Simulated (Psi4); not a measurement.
Interaction energy of C4H12O3Si ··· CH4O (SMILES CO[Si](C)(OC)OC and CO), singlet. Monomers: optimised at B3LYP-D3(BJ) (def2-SVP and def2-TZVP), held rigid. Orientation: lowest of the rigid-body minima from ten starts at GFN2-xTB. The monomers approach along the line of their centres of mass (distance R); nothing else relaxes.

Computed with SAPT0/jun-cc-pVDZ, frozen core (Psi4).

Components in kcal/mol:

```tsv
R / Å	electrostatics	exchange	induction	dispersion	total
3.25	-22.67	38.14	-9.15	-8.06	-1.74
3.44	-15.01	20.56	-5.11	-5.76	-5.32
3.66	-9.67	9.92	-2.65	-3.98	-6.37
3.88	-6.52	4.73	-1.41	-2.80	-6.00
4.05	-4.95	2.65	-0.89	-2.16	-5.35
4.35	-3.22	0.94	-0.42	-1.40	-4.09
4.69	-2.14	0.29	-0.20	-0.88	-2.93
5.14	-1.37	0.06	-0.09	-0.50	-1.90
5.86	-0.78	0.00	-0.03	-0.22	-1.04
6.83	-0.43	0.00	-0.01	-0.09	-0.53
8.12	-0.23	0.00	0.00	-0.03	-0.26
```
